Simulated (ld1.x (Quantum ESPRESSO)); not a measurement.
**Reading a pseudo-wave (aluminium (Al))**

Columns: radius, all-electron u(r) and pseudo u(r) of the 3s shell (level -7.73 eV) of aluminium in the configuration [Ne] 3s2 3p1; PBE, non-relativistic, TM scheme, ld1.x (Quantum ESPRESSO) 7.5.

```json
{"r (bohr)": "0.093", "all-electron": "0.1293", "pseudo": "0.0390"}
{"r (bohr)": "0.185", "all-electron": "-0.0481", "pseudo": "0.0756"}
{"r (bohr)": "0.278", "all-electron": "-0.2083", "pseudo": "0.1087"}
{"r (bohr)": "0.370", "all-electron": "-0.2856", "pseudo": "0.1363"}
{"r (bohr)": "0.463", "all-electron": "-0.2892", "pseudo": "0.1586"}
{"r (bohr)": "0.555", "all-electron": "-0.2413", "pseudo": "0.1759"}
{"r (bohr)": "0.648", "all-electron": "-0.1615", "pseudo": "0.1906"}
{"r (bohr)": "0.740", "all-electron": "-0.0670", "pseudo": "0.2056"}
{"r (bohr)": "0.833", "all-electron": "0.0338", "pseudo": "0.2246"}
{"r (bohr)": "0.925", "all-electron": "0.1319", "pseudo": "0.2507"}
{"r (bohr)": "1.018", "all-electron": "0.2250", "pseudo": "0.2872"}
{"r (bohr)": "1.110", "all-electron": "0.3088", "pseudo": "0.3342"}
{"r (bohr)": "1.203", "all-electron": "0.3840", "pseudo": "0.3907"}
{"r (bohr)": "1.295", "all-electron": "0.4486", "pseudo": "0.4493"}
{"r (bohr)": "1.388", "all-electron": "0.5041", "pseudo": "0.5041"}
{"r (bohr)": "1.480", "all-electron": "0.5500", "pseudo": "0.5500"}
{"r (bohr)": "1.573", "all-electron": "0.5881", "pseudo": "0.5881"}
{"r (bohr)": "1.665", "all-electron": "0.6182", "pseudo": "0.6182"}
{"r (bohr)": "1.758", "all-electron": "0.6414", "pseudo": "0.6414"}
{"r (bohr)": "1.850", "all-electron": "0.6578", "pseudo": "0.6578"}
{"r (bohr)": "1.943", "all-electron": "0.6684", "pseudo": "0.6684"}
{"r (bohr)": "2.035", "all-electron": "0.6737", "pseudo": "0.6737"}
{"r (bohr)": "2.128", "all-electron": "0.6741", "pseudo": "0.6741"}
{"r (bohr)": "2.220", "all-electron": "0.6706", "pseudo": "0.6706"}
{"r (bohr)": "2.313", "all-electron": "0.6633", "pseudo": "0.6633"}
{"r (bohr)": "2.405", "all-electron": "0.6532", "pseudo": "0.6532"}
```

**Question.** How many radial nodes do the two functions have?

**Answer.** The all-electron 3s function has n − l − 1 = 2; the pseudo-wave has 0, since the states of the same l below it are removed with the core.

**Question.** At about which radius was the pseudo-wave matched?

**Answer.** 1.45 bohr, where the columns begin to agree (steps of 0.09 bohr).

**Question.** Is the pseudo-wave norm-conserving?

**Answer.** Yes: the TM scheme keeps the norm inside the radius equal to the all-electron one, which fixes the energy derivative of the logarithmic derivative at the level.
